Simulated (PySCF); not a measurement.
Si(H)2(vinyl)(OMe) (C3H8OSi), SMILES C=C[SiH2]OC. Atoms are numbered in the order given.

```xyz
13

Si     0.8573    -0.0102     0.0000
C      0.2695    -1.7756     0.0000
C     -1.0330    -2.0824     0.0000
O     -0.5165     0.9346     0.0000
C     -0.4975     2.3406     0.0000
H      1.6939     0.2901     1.2043
H      1.6939     0.2901    -1.2043
H      1.0052    -2.5916     0.0000
H     -1.3873    -3.1203     0.0000
H     -1.7968    -1.2964     0.0000
H      0.0108     2.7446     0.8958
H     -1.5349     2.7096     0.0000
H      0.0108     2.7446    -0.8958
```

The structure is a stationary point at ωB97X-D3(BJ)/def2-SVP. The values are those of a single conformer.

The numbers are results of PBE0/pcSseg-1 in PySCF, not measurements.

GIAO shieldings, no solvent; atoms alike by connectivity are averaged. δ = σ(ref) − σ: ²⁹Si against TMS (σ = 352.7 ppm); ¹³C against TMS (σ = 186.3 ppm); ¹⁷O against H2O (σ = 334.2 ppm); ¹H against TMS (σ = 31.56 ppm), references at their B3LYP-D3(BJ)/def2-TZVP geometries, non-relativistic.

```
nucleus          atoms  count  δ (ppm)
-------  -------------  -----  -------
²⁹Si               Si1      1    -22.1
¹³C                 C3      1    149.3
¹³C                 C2      1    139.3
¹³C                 C5      1     56.4
¹⁷O                 O4      1     -9.2
¹H             H9, H10      2     6.82
¹H                  H8      1     6.38
¹H              H6, H7      2     5.22
¹H       H11, H12, H13      3     4.01
```
